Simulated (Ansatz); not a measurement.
The same path of CH5FSi + H4Si (13 atoms, charge 0, multiplicity 1) was run twice with different band settings. Lost on the way: Si1–F2, H6–Si7. Made: Si1–Si7, F2–H6.

Method: RKS BHLYP-D4/STO-3G in Ansatz 0.2.0.

Relaxed end points:

```xyz
13
Properties=species:S:1:pos:R:3
Si -1.150 -0.823 0.835
F -0.745 -1.850 -0.367
H -2.165 -1.425 1.652
H -1.674 0.384 0.260
C 0.353 -0.430 1.860
H 0.641 -0.337 -1.683
Si 0.676 1.033 -2.096
H 0.095 0.226 2.689
H 0.803 -1.328 2.277
H 1.109 0.075 1.264
H 1.743 1.234 -3.026
H -0.568 1.376 -2.713
H 0.882 1.865 -0.951
```

```xyz
13
Properties=species:S:1:pos:R:3
Si -1.048 0.435 0.477
F 1.466 -2.304 -0.266
H -2.135 -0.463 0.217
H -1.586 1.557 1.190
C 0.232 -0.435 1.517
H 1.506 -1.789 -1.092
Si -0.149 1.106 -1.468
H -0.219 -0.892 2.395
H 0.729 -1.220 0.936
H 0.993 0.260 1.864
H 0.609 0.040 -2.058
H -1.144 1.496 -2.420
H 0.747 2.209 -1.291
```

Common settings: spring 5.0 eV/Å²; optimiser quadratic models (default); start path through a guess of the saddle point; force threshold 0.05 eV/Å; end points relaxed.

| run | movable images | climbing image | iteration limit |
| --- | --- | --- | --- |
| 1 | 9 | yes | 59 |
| 2 | 8 | no | 60 |

Problem. What does each run give, and how far can it be trusted?

Solution. Run 1: converged after 18 iterations, highest image 2.972 eV above the first end. A structure lower than the first end lies on the path between it and the top, so the climb from that side starts below the end, which may itself be a saddle point or a shallow side well. Neighbouring images differ by up to 2.5 eV, so the band resolves the path poorly. A vibrational analysis at the climbing image gives one clearly imaginary mode, 768i cm⁻¹: a first-order saddle point.
Run 2: converged after 19 iterations, highest image 2.469 eV above the first end. Neighbouring images differ by up to 1.9 eV, so the band resolves the path poorly. No image climbed, so the highest image needn't sit at the top of the path.
The orbitals stay closed-shell, which can raise the energy where a bond breaks towards radicals; this wasn't checked here. Limits of this set-up: minimal basis.
